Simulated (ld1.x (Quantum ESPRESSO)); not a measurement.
**What one change does to a pseudopotential (Fe, PAW)**

ld1.x (Quantum ESPRESSO) 7.5 input, shortened:

```
&input
   title='Fe', zed=26., rel=1, dft='PBE', iswitch=3,
   config='[Ar] 3d6 4s2 4p0'
 /
 &inputp
   pseudotype=3, lpaw=.true., tm=.true., lloc=-1, rcloc=1.55,
   nlcc=.true., new_core_ps=.true., rcore=1.20,
   which_augfun='GAUSS', rmatch_augfun=0.90
 /
6
3S  1  0   2.00   0.00  1.10  1.25  0.0
4S  2  0   2.00   0.00  1.10  1.25  0.0
3P  2  1   6.00   0.00  1.20  1.45  0.0
4P  3  1   0.00   0.00  1.20  1.45  0.0
3D  3  2   6.00   0.00  1.40  1.55  0.0
3D  3  2   0.00   0.05  1.40  1.55  0.0
 &test
   configts(1)='3s2 3p6 3d6 4s2 4p0'
 /
```

Change: reference 3s2 3p6 3d6 4s0 4p0.

Cutoffs: the cutoffs (Ry, on a coarse ladder) from which the occupation-weighted sum of valence levels, in a spherical-Bessel basis at the reference potential, stays within 10 and 1 mRy of its value at 400 Ry; they do not see the model core or the augmentation charge, which bear on the density cutoff. Errors are all-electron minus pseudo energies relative to the spin-unpolarised reference configuration.

Task: What does the change do?

Result: The potential gets neither clearly harder nor softer (55 Ry and 100 Ry → 50 Ry and 100 Ry); the p channel sets the loose cutoff, while the largest relative change is in s, which becomes softer; neither file shows a bound ghost.

| quantity | base | changed |
| --- | --- | --- |
| cutoff, loose | 55 Ry | 50 Ry |
| cutoff, tight | 100 Ry | 100 Ry |
| loose cutoff by channel (10 mRy a level) | s 35 Ry, p 35 Ry, d 40 Ry | s 30 Ry, p 35 Ry, d 35 Ry |
| bound ghosts | none | none |
| largest error over its own tests, meV | -26 | -21 |
| s: phases at 1.71 bohr within 0.05 rad from the reference energy up to (Ry; the scan ends near 5) | to the end of the scan | to the end of the scan |
| p: phases at 1.71 bohr within 0.05 rad from the reference energy up to (Ry; the scan ends near 5) | to the end of the scan | to the end of the scan |
| d: phases at 1.71 bohr within 0.05 rad from the reference energy up to (Ry; the scan ends near 5) | to the end of the scan | to the end of the scan |
| lowest overlap eigenvalue by channel | s 0.22, p 0.12, d 1.00 | s 0.21, p 0.12, d 0.40 |
